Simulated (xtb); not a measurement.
CH3S (SMILES [CH2-]S), charge -1, singlet, from a rough starting geometry; GFN2-xTB (xtb).

The xtb input:
```
$ xtb mol.xyz --gfn 2 --chrg -1 --opt vtight --json

# file mol.xyz
5

C     -0.43272863     0.58103411     0.01086514
S     -0.45125023    -1.22479040     0.01272018
H      0.85247063    -1.32253714    -0.00903958
H     -0.04706087     1.01000724     0.89236858
H      0.05054420     1.04259261    -0.83765396
```

The log (banner, timings and long lists left out):

```
   ID    Z sym.   atoms
    1    6 C      1
    2   16 S      2
    3    1 H      3-5

           -------------------------------------------------
          |                Calculation Setup                |
           -------------------------------------------------

           -------------------------------------------------
          |                 G F N 2 - x T B                 |
           -------------------------------------------------

          ...................................................
          :                      SETUP                      :
          :.................................................:
          :  # basis functions                  17          :
          :  # atomic orbitals                  16          :
          :  # shells                            8          :
          :  # electrons                        14          :
          :  max. iterations                   250          :
          :  Hamiltonian                  GFN2-xTB          :
          :  restarted?                      false          :
          :  GBSA solvation                  false          :
          :  PC potential                    false          :
          :  electronic temp.          300.0000000     K    :
          :  accuracy                    1.0000000          :
          :  -> integral cutoff          0.2500000E+02      :
          :  -> integral neglect         0.1000000E-07      :
          :  -> SCF convergence          0.1000000E-05 Eh   :
          :  -> wf. convergence          0.1000000E-03 e    :
          :  Broyden damping             0.4000000          :
          :  net charge                         -1          :
          :  unpaired electrons                  0          :
          ...................................................

 iter      E             dE          RMSdq      gap      omega  full diag
   1     -7.0638891 -0.706389E+01  0.559E+00    2.47       0.0  T
   2     -7.0671137 -0.322466E-02  0.301E+00    2.56       1.0  T
   3     -7.0675862 -0.472494E-03  0.712E-01    2.23       1.0  T
   4     -7.0676309 -0.447232E-04  0.293E-01    2.24       1.0  T
   5     -7.0676367 -0.580857E-05  0.564E-02    2.25       1.0  T
   6     -7.0676368 -0.467028E-07  0.149E-02    2.26       3.0  T
   7     -7.0676370 -0.164556E-06  0.696E-03    2.25       6.4  T
   8     -7.0676370 -0.821154E-08  0.141E-03    2.25      31.6  T
   9     -7.0676370 -0.751180E-09  0.346E-04    2.25     129.3  T
  10     -7.0676370 -0.196430E-09  0.507E-05    2.25     882.5  T

   *** convergence criteria satisfied after 10 iterations ***

         :::::::::::::::::::::::::::::::::::::::::::::::::::::
         ::                     SUMMARY                     ::
         :::::::::::::::::::::::::::::::::::::::::::::::::::::
         :: total energy              -7.007873324366 Eh    ::
         :: gradient norm              0.076215587159 Eh/a0 ::
         :: HOMO-LUMO gap              2.253433065482 eV    ::
         ::.................................................::
         :: SCC energy                -7.067636928694 Eh    ::
         :: -> isotropic ES            0.139814483637 Eh    ::
         :: -> anisotropic ES         -0.001124312259 Eh    ::
         :: -> anisotropic XC          0.003078982318 Eh    ::
         :: -> dispersion             -0.002349778636 Eh    ::
         :: repulsion energy           0.059763604328 Eh    ::
         :: add. restraining           0.000000000000 Eh    ::
         :: total charge              -1.000000000000 e     ::
         :::::::::::::::::::::::::::::::::::::::::::::::::::::

      -----------------------------------------------------------
     |                   =====================                   |
     |                        A N C O P T                        |
     |                   =====================                   |
     |               Approximate Normal Coordinate               |
     |                Rational Function Optimizer                |
      -----------------------------------------------------------
      -----------------------------------------------------------
     |                   =====================                   |
     |                        A N C O P T                        |
     |                   =====================                   |
     |               Approximate Normal Coordinate               |
     |                Rational Function Optimizer                |
      -----------------------------------------------------------

          ...................................................
          :                      SETUP                      :
          :.................................................:
          :   optimization level         verytight          :
          :   max. optcycles                   200          :
          :   ANC micro-cycles                  20          :
          :   degrees of freedom                 9          :
          :.................................................:
          :   RF solver                   davidson          :
          :   write xtbopt.log                true          :
          :   linear?                        false          :
          :   energy convergence         0.1000000E-06 Eh   :
          :   grad. convergence          0.2000000E-03 Eh/α :
          :   maxmium RF displ.          1.0000000          :
          :   Hlow (freq-cutoff)         0.1000000E-01      :
          :   Hmax (freq-cutoff)         5.0000000          :
          :   S6 in model hess.         20.0000000          :
          ...................................................

generating ANC from exact Hessian ...
Using Lindh-Hessian (1995)
 Shifting diagonal of input Hessian by    5.6845496844866276E-004
 Lowest  eigenvalues of input Hessian
    0.000000    0.000000    0.000000    0.000000    0.000000    0.000000
    0.010000    0.023688    0.079597    0.094863    0.147992    0.532666
[...]
 * total energy  :    -7.0078733 Eh     change       -0.1596057E-11 Eh
 * total energy  :    -7.0233381 Eh     change       -0.1546478E-01 Eh
 * total energy  :    -7.0248043 Eh     change       -0.1466201E-02 Eh
 * total energy  :    -7.0252807 Eh     change       -0.4763949E-03 Eh
 * total energy  :    -7.0258608 Eh     change       -0.5800767E-03 Eh
 * total energy  :    -7.0260115 Eh     change       -0.1506905E-03 Eh
 * total energy  :    -7.0260317 Eh     change       -0.2020633E-04 Eh
 * total energy  :    -7.0260383 Eh     change       -0.6622639E-05 Eh
 * total energy  :    -7.0260446 Eh     change       -0.6333107E-05 Eh
 * total energy  :    -7.0260469 Eh     change       -0.2270562E-05 Eh
 * total energy  :    -7.0260474 Eh     change       -0.4740095E-06 Eh
 * total energy  :    -7.0260474 Eh     change       -0.1690048E-07 Eh
   *** GEOMETRY OPTIMIZATION CONVERGED AFTER 12 ITERATIONS ***
[...]
          :  restarted?                      false          :
          :  GBSA solvation                  false          :
          :  PC potential                    false          :
          :  electronic temp.          300.0000000     K    :
          :  accuracy                    1.0000000          :
          :  -> integral cutoff          0.2500000E+02      :
          :  -> integral neglect         0.1000000E-07      :
          :  -> SCF convergence          0.1000000E-05 Eh   :
          :  -> wf. convergence          0.1000000E-03 e    :
          :  Broyden damping             0.4000000          :
          :  net charge                         -1          :
          :  unpaired electrons                  0          :
          ...................................................

 iter      E             dE          RMSdq      gap      omega  full diag
   1     -7.0727162 -0.707272E+01  0.263E-05    3.84       0.0  T
   2     -7.0727162 -0.161648E-12  0.127E-05    3.84    3529.7  T
   3     -7.0727162 -0.799361E-14  0.860E-06    3.84    5202.9  T

   *** convergence criteria satisfied after 3 iterations ***

         :::::::::::::::::::::::::::::::::::::::::::::::::::::
         ::                     SUMMARY                     ::
         :::::::::::::::::::::::::::::::::::::::::::::::::::::
         :: total energy              -7.026047391791 Eh    ::
         :: gradient norm              0.000054046707 Eh/a0 ::
         :: HOMO-LUMO gap              3.841229014091 eV    ::
         ::.................................................::
         :: SCC energy                -7.072716137862 Eh    ::
         :: -> isotropic ES            0.129000902394 Eh    ::
         :: -> anisotropic ES         -0.002473502257 Eh    ::
         :: -> anisotropic XC          0.002782511261 Eh    ::
         :: -> dispersion             -0.002360083956 Eh    ::
         :: repulsion energy           0.046668746071 Eh    ::
         :: add. restraining           0.000000000000 Eh    ::
         :: total charge              -1.000000000000 e     ::
         :::::::::::::::::::::::::::::::::::::::::::::::::::::

           -------------------------------------------------
          |                Property Printout                |
           -------------------------------------------------

    * Orbital Energies and Occupations

         #    Occupation            Energy/Eh            Energy/eV
      -------------------------------------------------------------
         1        2.0000           -0.4666728             -12.6988
         2        2.0000           -0.3203251              -8.7165
         3        2.0000           -0.2626389              -7.1468
         4        2.0000           -0.2340920              -6.3700
         5        2.0000           -0.1977087              -5.3799
         6        2.0000           -0.1379109              -3.7527
         7        2.0000           -0.0923964              -2.5142 (HOMO)
         8                          0.0487662               1.3270 (LUMO)
         9                          0.0913092               2.4846
        10                          0.2064317               5.6173
        11                          0.2233126               6.0766
        12                          0.2344519               6.3798
        13                          0.4141163              11.2687
        14                          0.4610048              12.5446
        15                          0.4679728              12.7342
        16                          0.6923861              18.8408
      -------------------------------------------------------------
                  HL-Gap            0.1411626 Eh            3.8412 eV
             Fermi-level           -0.0218151 Eh           -0.5936 eV

     #   Z          covCN         q      C6AA      α(0)
     1   6 C        2.819    -0.141    31.617     9.213
     2  16 S        1.875    -0.589   168.013    21.816
     3   1 H        0.900    -0.026     3.552     2.949
     4   1 H        0.923    -0.122     6.407     3.958
     5   1 H        0.923    -0.122     6.407     3.959

 Mol. C6AA /au·bohr⁶  :        651.155462
 Mol. C8AA /au·bohr⁸  :      21038.086764
 Mol. α(0) /au        :         41.895234

Wiberg/Mayer (AO) data.
largest (>0.10) Wiberg bond orders for each atom

 ---------------------------------------------------------------------------
     #   Z sym  total        # sym  WBO       # sym  WBO       # sym  WBO
 ---------------------------------------------------------------------------
     1   6 C    3.345 --     2 S    1.289     4 H    0.970     5 H    0.970
                             3 H    0.117
     2  16 S    2.192 --     1 C    1.289     3 H    0.877
     3   1 H    0.999 --     2 S    0.877     1 C    0.117
     4   1 H    0.985 --     1 C    0.970
     5   1 H    0.985 --     1 C    0.970
 ---------------------------------------------------------------------------

Topologies differ in total number of bonds
Writing topology from bond orders to xtbtopo.mol

molecular dipole:
                 x           y           z       tot (Debye)
 q only:        0.536       0.603       0.001
   full:        1.164       0.876       0.025       3.702
molecular quadrupole (traceless):
                xx          xy          yy          xz          yz          zz
 q only:        1.790      -0.751      -3.308       0.016      -0.085       1.519
  q+dip:        1.355      -0.619      -4.468      -0.020      -0.120       3.112
   full:        1.419      -0.724      -4.043      -0.005      -0.107       2.624

optimized geometry written to: xtbopt.xyz

           -------------------------------------------------
          | TOTAL ENERGY               -7.026047391791 Eh   |
          | GRADIENT NORM               0.000054046707 Eh/α |
          | HOMO-LUMO GAP               3.841229014091 eV   |
           -------------------------------------------------

normal termination of xtb
```
